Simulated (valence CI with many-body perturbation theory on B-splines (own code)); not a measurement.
**E1 transitions of Pd31+**

Computed by relativistic CI+MBPT: five valence electrons over a frozen Dirac-Fock core [Ne], a basis of 9 s, 9 p, 8 d, 6 f, 3 g, 1 h functions for each j, with the one-electron correlation potential Σ1, the two-electron term Σ2, the three-electron term Σ3, Breit, model QED; selected CI, second order for the rest (own B-spline code, finite nucleus).

The last digits are not significant, and no measured levels were compared; by estimate large intervals hold to a few tenths of a per cent, small ones and those within an open d or f shell to about a per cent. Among the levels kept, up to 600 cm⁻¹ of a level comes from second order outside the variational space, and about a tenth of that is noise between levels of different J, which matters for small intervals.

Lines 51 to 100 of 199 in falling wavelength, among levels below 248.40 eV, chosen from the strongest by gf and those to the six lowest levels. Wavelengths and rates use the calculated energies. Electric multipoles are in the length gauge, E1 and E2 with the static RPA response of the core. Weak lines are less certain than strong ones. Lines between different terms over intervals too small for the method are left out, as are lines whose strength nearly cancels. The highest levels of a list are the least certain.

Levels are named by their leading jj configuration (3d3/2^4 stands for four electrons in 3d with j = 3/2), which in mixed levels can hold well under half, so a name can repeat and another be missing. Letters in brackets count levels of one name in rising energy.

```csv
λ vac (nm),Upper,Lower,A (s⁻¹),log gf,Branch %
14.29,(3s 3p1/2^2 3p3/2 3d3/2) J=3/2 [b],(3s 3p1/2 3p3/2^3) J=5/2,3.51e+08,-2.37,1.4
14.26,(3s 3p1/2^2 3p3/2^2) J=3/2,(3s^2 3p1/2 3p3/2^2) J=1/2,4.51e+07,-3.26,0.1
14.05,(3s^2 3p1/2^2 3d3/2) J=3/2,(3s^2 3p1/2 3p3/2^2) J=3/2,3.92e+08,-2.33,9.0
13.89,(3p1/2^2 3p3/2^3) J=3/2,(3s 3p1/2 3p3/2^3) J=5/2,6.03e+09,-1.16,16.4
13.87,(3s 3p1/2^2 3p3/2 3d3/2) J=3/2 [b],(3s^2 3p1/2 3p3/2 3d3/2) J=1/2 [a],3.19e+08,-2.43,1.3
13.69,(3s 3p1/2^2 3p3/2 3d3/2) J=3/2 [b],(3s^2 3p1/2 3p3/2 3d3/2) J=5/2 [a],2.99e+09,-1.47,11.8
13.67,(3s 3p1/2 3p3/2^3) J=1/2,(3s^2 3p3/2^3) J=3/2,1.70e+09,-2.02,1.9
13.59,(3s 3p1/2^2 3p3/2 3d5/2) J=5/2,(3s 3p1/2 3p3/2^3) J=5/2,2.02e+09,-1.47,9.0
13.49,(3p1/2^2 3p3/2^3) J=3/2,(3s^2 3p1/2 3p3/2 3d3/2) J=1/2 [a],8.17e+08,-2.05,2.2
13.42,(3s^2 3p1/2 3p3/2 3d5/2) J=3/2 [a],(3s^2 3p3/2^3) J=3/2,7.42e+08,-2.10,1.4
13.34,(3p1/2^2 3p3/2^3) J=3/2,(3s^2 3p1/2 3p3/2 3d3/2) J=3/2 [a],2.22e+09,-1.63,6.0
13.32,(3p1/2^2 3p3/2^3) J=3/2,(3s^2 3p1/2 3p3/2 3d3/2) J=5/2 [a],4.62e+09,-1.31,12.6
13.26,(3s 3p1/2^2 3p3/2 3d3/2) J=5/2,(3s^2 3p1/2^2 3d5/2) J=5/2,7.83e+08,-1.91,12.8
13.20,(3s^2 3p1/2 3p3/2 3d5/2) J=5/2 [a],(3s^2 3p3/2^3) J=3/2,8.06e+08,-1.90,0.7
13.07,(3s 3p1/2^2 3p3/2 3d3/2) J=3/2 [b],(3s 3p1/2 3p3/2^3) J=3/2,3.81e+08,-2.41,1.5
13.07,(3s 3p1/2^2 3p3/2 3d5/2) J=5/2,(3s^2 3p1/2 3p3/2 3d3/2) J=3/2 [a],8.53e+08,-1.88,3.8
13.04,(3s 3p1/2^2 3p3/2^2) J=3/2,(3s^2 3p1/2 3p3/2^2) J=5/2,2.72e+09,-1.56,6.6
13.03,(3s 3p1/2^2 3p3/2 3d3/2) J=7/2,(3s^2 3p1/2^2 3d5/2) J=5/2,6.98e+08,-1.85,18.7
12.73,(3p1/2^2 3p3/2^3) J=3/2,(3s 3p1/2 3p3/2^3) J=3/2,3.93e+09,-1.42,10.7
12.66,(3s 3p1/2^2 3p3/2^2) J=1/2,(3s^2 3p1/2 3p3/2^2) J=3/2,1.43e+08,-3.16,0.5
12.57,(3s 3p1/2^2 3p3/2 3d3/2) J=5/2,(3s 3p1/2^2 3p3/2^2) J=3/2,7.88e+08,-1.95,12.8
12.52,(3s 3p1/2^2 3p3/2 3d3/2) J=1/2,(3s 3p1/2^2 3p3/2^2) J=3/2,6.00e+08,-2.55,13.5
12.51,(3s 3p1/2^2 3p3/2 3d3/2) J=3/2 [a],(3s 3p1/2^2 3p3/2^2) J=3/2,1.02e+09,-2.02,14.0
12.48,(3s 3p1/2^2 3p3/2 3d5/2) J=5/2,(3s 3p1/2 3p3/2^3) J=3/2,1.88e+09,-1.58,8.4
12.37,(3s^2 3p1/2^2 3d5/2) J=5/2,(3s^2 3p1/2 3p3/2^2) J=5/2,2.63e+08,-2.44,0.9
12.36,(3s^2 3p1/2 3p3/2 3d3/2) J=3/2 [b],(3s^2 3p3/2^3) J=3/2,2.71e+08,-2.61,0.1
12.22,(3s 3p1/2^2 3p3/2^2) J=3/2,(3s^2 3p1/2 3p3/2^2) J=3/2,9.54e+08,-2.07,2.3
12.17,(3s^2 3p1/2 3p3/2 3d3/2) J=5/2 [b],(3s^2 3p3/2^3) J=3/2,6.54e+08,-2.06,0.3
12.13,(3s 3p1/2 3p3/2^3) J=3/2,(3s^2 3p1/2 3p3/2^2) J=1/2,2.48e+08,-2.66,1.2
12.08,(3s 3p1/2^2 3p3/2 3d3/2) J=3/2 [a],(3s 3p1/2^2 3p3/2^2) J=1/2,6.38e+08,-2.25,8.7
11.97,(3s^2 3p1/2 3p3/2 3d3/2) J=1/2 [b],(3s^2 3p3/2^3) J=3/2,2.87e+07,-3.91,0.0
11.82,(3s 3p1/2^2 3p3/2 3d3/2) J=3/2 [b],(3s^2 3p1/2^2 3d5/2) J=5/2,4.95e+08,-2.38,1.9
11.63,(3s^2 3p1/2 3p3/2 3d3/2) J=3/2 [a],(3s^2 3p1/2 3p3/2^2) J=1/2,5.18e+07,-3.38,1.2
11.63,(3s^2 3p1/2^2 3d5/2) J=5/2,(3s^2 3p1/2 3p3/2^2) J=3/2,5.10e+08,-2.21,1.7
11.54,(3p1/2^2 3p3/2^3) J=3/2,(3s^2 3p1/2^2 3d5/2) J=5/2,3.29e+08,-2.58,0.9
11.52,(3s^2 3p1/2 3p3/2 3d3/2) J=1/2 [a],(3s^2 3p1/2 3p3/2^2) J=1/2,6.05e+08,-2.62,8.5
11.48,(3s^2 3p1/2 3p3/2 3d5/2) J=3/2 [b],(3s^2 3p3/2^3) J=3/2,3.96e+09,-1.51,1.6
11.33,(3s 3p1/2^2 3p3/2 3d5/2) J=5/2,(3s^2 3p1/2^2 3d5/2) J=5/2,1.73e+09,-1.70,7.7
11.26,(3s 3p1/2^2 3p3/2 3d3/2) J=3/2 [b],(3s 3p1/2^2 3p3/2^2) J=3/2,4.95e+09,-1.42,19.5
11.24,(3s 3p1/2 3p3/2^3) J=3/2,(3s^2 3p1/2 3p3/2^2) J=5/2,1.39e+09,-1.98,6.6
11.17,(3s^2 3p1/2 3p3/2 3d5/2) J=3/2 [c],(3s^2 3p3/2^3) J=3/2,1.26e+09,-2.02,1.3
11.12,(3s^2 3p1/2 3p3/2 3d5/2) J=5/2 [b],(3s^2 3p3/2^3) J=3/2,8.21e+08,-2.04,0.3
11.10,(3s 3p1/2^2 3p3/2^2) J=5/2,(3s^2 3p1/2^2 3p3/2) J=3/2,3.76e+09,-1.38,47.5
11.01,(3p1/2^2 3p3/2^3) J=3/2,(3s 3p1/2^2 3p3/2^2) J=3/2,3.71e+08,-2.57,1.0
10.82,(3s 3p1/2^2 3p3/2 3d5/2) J=5/2,(3s 3p1/2^2 3p3/2^2) J=3/2,3.01e+08,-2.50,1.3
10.82,(3s^2 3p1/2 3p3/2 3d3/2) J=5/2 [a],(3s^2 3p1/2 3p3/2^2) J=5/2,1.41e+09,-1.83,51.9
10.81,(3s^2 3p1/2 3p3/2 3d3/2) J=3/2 [a],(3s^2 3p1/2 3p3/2^2) J=5/2,8.85e+08,-2.21,21.3
10.80,(3s^2 3p1/2 3p3/2 3d5/2) J=1/2 [a],(3s^2 3p3/2^3) J=3/2,1.42e+09,-2.30,1.2
10.62,(3s 3p1/2 3p3/2^3) J=3/2,(3s^2 3p1/2 3p3/2^2) J=3/2,1.27e+10,-1.07,60.3
10.48,(3s 3p1/2 3p3/2^3) J=5/2,(3s^2 3p1/2 3p3/2^2) J=5/2,5.70e+09,-1.25,74.2
```
